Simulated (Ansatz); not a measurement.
BeSi₄⁻. Charge -1, multiplicity 2. Geometry PBE-D4/def2-SVPD.

Cartesian coordinates in Å:
```
Be 0.8268 -0.5800 -1.3626
Si -1.7667 -0.0304 0.1299
Si 0.1303 -1.3879 0.5222
Si 0.8161 0.6894 1.4195
Si -0.0066 1.3090 -0.7089
```

B3LYP takes the VWN-RPA correlation. Another isomer (doublet) lies 0.25 eV lower at PBE0-D4/def2-TZVPD; other spin states weren't run for this one.

Q: Estimate the α-spin orbital energies around the gap (eV) in Ansatz with LDA (SPW92)/def2-TZVPD, PBE-D4/def2-TZVPD, revPBE-D4/def2-TZVPD, B3LYP-D4/def2-TZVPD, PBE0-D4/def2-TZVPD.

A: 
```tsv
orbital	LDA (SPW92)/def2-TZVPD	PBE-D4/def2-TZVPD	revPBE-D4/def2-TZVPD	B3LYP-D4/def2-TZVPD	PBE0-D4/def2-TZVPD
HOMO−13	-89.49	-89.48	-89.45	-93.97	-94.94
HOMO−12	-89.49	-89.48	-89.45	-93.97	-94.94
HOMO−11	-89.48	-89.48	-89.44	-93.96	-94.93
HOMO−10	-89.48	-89.48	-89.44	-93.96	-94.93
HOMO−9	-10.34	-10.23	-10.19	-11.68	-12.17
HOMO−8	-6.40	-6.28	-6.22	-7.42	-7.75
HOMO−7	-6.29	-6.19	-6.14	-7.35	-7.69
HOMO−6	-4.88	-4.79	-4.75	-5.78	-6.14
HOMO−5	-2.09	-1.97	-1.93	-2.49	-2.75
HOMO−4	-1.95	-1.86	-1.83	-2.47	-2.71
HOMO−3	-1.42	-1.31	-1.27	-1.91	-2.17
HOMO−2	-1.33	-1.20	-1.16	-1.78	-2.04
HOMO−1	-0.95	-0.84	-0.80	-1.35	-1.60
HOMO	-0.35	-0.36	-0.34	-0.76	-1.05
LUMO	0.93	1.06	1.11	1.55	1.65
LUMO+1	1.30	1.38	1.43	1.84	1.90
LUMO+2	1.59	1.71	1.76	2.19	2.30
LUMO+3	2.57	2.66	2.69	3.20	3.27
LUMO+4	2.84	2.93	2.94	3.26	3.37
LUMO+5	3.13	3.05	3.02	3.37	3.42
β HOMO	-0.82	-0.72	-0.69	-1.25	-1.48
β LUMO	0.28	0.54	0.62	1.05	1.24
```
